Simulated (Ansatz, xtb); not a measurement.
## Isomers of FGeH5OSi in order of energy

6 gas-phase structures of FGeH5OSi, found in a search over its isomers (lower ones may exist). Each was relaxed with GFN2-xTB; where two conformers were screened, the lower at r2SCAN-D4/def2-SVP is listed:

A. `O[SiH2][GeH2][F]`, a singlet
B. `[OH][Ge@H]([F])[SiH3]`, a singlet
C. `[F][GeH2][O][SiH3]`, a singlet
D. `O[Si@H](F)[GeH3]`, a singlet
E. `F[SiH2][O][GeH3]`, a singlet
F. `[OH][GeH2][SiH2]F`, a singlet

Problem. Which do you expect lowest at r2SCAN-D4/def2-SVP, and how would the others follow?

Solution. Calculated order at r2SCAN-D4/def2-SVP: E (0.0), D (30.0), C (70.8), F (122.4), A (124.9), B (152.7) kJ/mol. Less than 1 kcal/mol parts F and A, so the order within that pair means little.

Energies above the lowest of each column, in kJ/mol; the last columns are at B3LYP/6-31G* geometries and were run for some of them only (a dash: not run or not comparable):

```csv
structure,GFN2-xTB,HF/STO-3G,r2SCAN-D4/def2-SVP,B3LYP/6-31G*,CCSD(T)/def2-SVP + ΔMP2/def2-TZVPP
E,0.0,0.0,0.0,0.0,0.0
D,66.9,17.0,30.0,31.6,36.8
C,37.7,40.3,70.8,75.6,83.3
F,119.7,67.9,122.4,–,–
A,95.8,112.4,124.9,–,–
B,146.3,100.8,152.7,–,–
```

Every level run on E puts it lowest or level with the lowest. Some further structures that were screened fall inside this span and aren't listed. Flexible structures stand in one conformer each, not always the lowest. Frequencies (B3LYP/6-31G*) were run for C, D, E alone. The ΔMP2 step shifts differences by up to 25.0 kJ/mol, which makes them less sure. ΔMP2 is the change of the MP2 energy from the smaller to the larger basis.

Over these structures GFN2-xTB departs from r2SCAN-D4/def2-SVP by 17.1 kJ/mol on average once a common shift is removed. A GFN2-xTB relaxation took about 0.064 s and the r2SCAN-D4/def2-SVP energy about 1.6 s on a shared host (Ansatz 0.2.0, xtb 6.7.1 (Pople sets with spherical d functions)).
